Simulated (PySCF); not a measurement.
C3H8OSi2, SMILES [SiH3][C@H]1OC=C[SiH2]1. The structure is a stationary point at PBE-D3(BJ)/def2-SVP. The structure was generated by enumeration; whether it is a known compound was not checked. The values are those of a single conformer.

Computed equilibrium geometry at PBE-D3(BJ)/def2-SVP (PySCF confirms it by a frequency run) as bond lengths and angles (one conformer of several):
Atoms: Si1 C2 O3 C4 C5 Si6 H7 H8 H9 H10 H11 H12 H13 H14. Bonds (Å): Si1–C2 1.906, Si1–H7 1.506, Si1–H8 1.503, Si1–H9 1.504, C2–O3 1.468, C2–Si6 1.935, C2–H10 1.111, O3–C4 1.354, C4–C5 1.359, C4–H11 1.104, C5–Si6 1.856, C5–H12 1.098, Si6–H13 1.509, Si6–H14 1.508. Bond angles (°): C2–Si1–H7 108.5, C2–Si1–H8 108.8, C2–Si1–H9 111.2, H7–Si1–H8 109.5, H7–Si1–H9 109.4, H8–Si1–H9 109.4, Si1–C2–O3 107.3, Si1–C2–Si6 114.2, Si1–C2–H10 109.7, O3–C2–Si6 106.2, O3–C2–H10 107.1, Si6–C2–H10 111.9, C2–O3–C4 113.1, O3–C4–C5 122.8, O3–C4–H11 111.0, C5–C4–H11 126.2, C4–C5–Si6 107.9, C4–C5–H12 120.6, Si6–C5–H12 131.5, C2–Si6–C5 89.8, C2–Si6–H13 112.3, C2–Si6–H14 113.7, C5–Si6–H13 116.5, C5–Si6–H14 116.9, H13–Si6–H14 107.1.
Charge 0, spin multiplicity 1.
